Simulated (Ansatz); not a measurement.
Isolated molecules relaxed with PBE0-D4/def2-TZVP in Ansatz; ΔE leaves out vibrations. CCSD(T)/CBS is the MP2 limit (def2-TZVPP, def2-QZVPP) plus CCSD(T) − MP2 in def2-TZVPP, frozen cores. This one scheme is used for every species, atoms too. Functionals use def2-TZVPP. No spin–orbit coupling; open shells (•) take unrestricted orbitals. Spin–orbit coupling would lower the free atoms: a little for C, O; strongly for Sn. Elements past krypton have def2 core potentials. Bonds to Sn are less sure, by a few kJ/mol each and by 10 to 20 or more in all where they break to atoms, as the def2 sets lack core-valence functions. Each species was taken in one conformer, which may not be the lowest.

Consider the atomization: `[CH3][Sn][OH]` → C• + 4 H• + O• + Sn•.

`[CH3][Sn][OH]`:

```xyz
7

C     0.358    0.875    0.110
Sn    1.112   -1.155   -0.243
O    -0.683   -2.003   -0.260
H    -0.314    1.164   -0.705
H     1.158    1.615    0.179
H    -0.218    0.897    1.042
H    -1.413   -1.393   -0.123
```

Q: What is ΔE at CCSD(T)/CBS? (An estimate is asked.)

A: Computed: +24.82 eV.

Q: What do these levels give: r2SCAN-D4, r2SCAN0-D4, ωB97X-V, B2PLYP, revPBE, BLYP, r2SCAN0, CCSD(T)/def2-SVP, SCS-MP2/def2-TZVPP, CCSD/def2-TZVPP, SCS-MP2/def2-QZVPP, CCSD(T)/def2-QZVPP? (Best estimate.)

A: The calculation gave: r2SCAN-D4 24.59, r2SCAN0-D4 24.04, ωB97X-V 24.64, B2PLYP 24.35, revPBE 24.07, BLYP 24.48, r2SCAN0 24.01, CCSD(T)/def2-SVP 22.78, SCS-MP2/def2-TZVPP 24.23, CCSD/def2-TZVPP 23.60, SCS-MP2/def2-QZVPP 24.75, CCSD(T)/def2-QZVPP 24.49 eV.

Largest T1 diagnostic among the species: 0.016.

In def2-TZVPP, CCSD(T) changes the Hartree–Fock value by +6.96 eV (the triples alone add +0.42 eV) and MP2 by +7.25 eV; breaking electron pairs costs correlation energy, which Hartree–Fock lacks. From BLYP to BHLYP (50 % exact exchange), in def2-TZVPP and without D4, ΔE moves by −0.97 eV: exact exchange takes away binding that semilocal exchange gives to molecules. The D4 term adds +0.20 eV with B3LYP and +0.10 eV with PBE0; it sums over pairs of atoms, weighted by their polarisabilities, and B3LYP, whose exchange is more repulsive, gets the larger term.

B3LYP here is the variant with VWN-RPA as its local correlation; programs differ in this.

For atomizations the MP2-based limit and the directly extrapolated one differ by several kJ/mol either way, and by 10 to 25 for some Ge, Se and Sn compounds, so smaller differences from it don't rank the levels.
